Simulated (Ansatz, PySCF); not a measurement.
Species: P2O2, charge 0, multiplicity 1. SMILES: o1p2op12
Coordinates optimised at B3LYP-D3(BJ)/def2-TZVP (Ansatz, a program for electronic structure):
```xyz
4

P      1.2378    -0.0144    -0.0122
P     -1.2378     0.0144     0.0122
O      0.0129     1.1058     0.0045
O     -0.0129    -1.1058    -0.0045
```

Wanted: atomisation energy (electronic, to ground-state atoms), in eV. Valence correlation only, unless marked. Open shells are spin-unrestricted. No spin-orbit coupling. Non-relativistic. The coupled-cluster limit lacks core correlation, which all-electron functionals hold. CBS(X,Y): correlation extrapolated as X^-3; Hartree-Fock from the larger set. The bracket is a focal-point correction in the basis named.

| level | program | atomisation energy (eV) | minus last row |
|---|---|---|---|
| HF/def2-TZVPD | PySCF | 5.77 | -8.75 |
| revPBE/def2-TZVPD | Ansatz | 14.51 | -0.01 |
| M06-L-D4/def2-TZVPD | PySCF + dftd4 | 14.45 | -0.07 |
| TPSSh/def2-TZVPD | PySCF | 14.15 | -0.37 |
| HSE06-D4/def2-TZVPD | Ansatz + dftd4 | 14.34 | -0.18 |
| wB97X/def2-TZVPD | Ansatz | 14.16 | -0.36 |
| MP2/cc-pV(T+d)Z | Ansatz | 14.57 | 0.05 |
| CCSD/aug-cc-pV(D+d)Z | Ansatz | 11.42 | -3.10 |
| RI-MP2/CBS(cc-pV(T+d)Z,cc-pV(Q+d)Z)+[CCSD(T)-MP2]/cc-pV(D+d)Z | Ansatz | 14.61 | 0.09 |
| CCSD(T)/CBS(cc-pV(T+d)Z,cc-pV(Q+d)Z) | Ansatz | 14.52 | 0.00 |

The Hartree-Fock reference is unstable (checked in the largest basis), which strains HF and MP2.
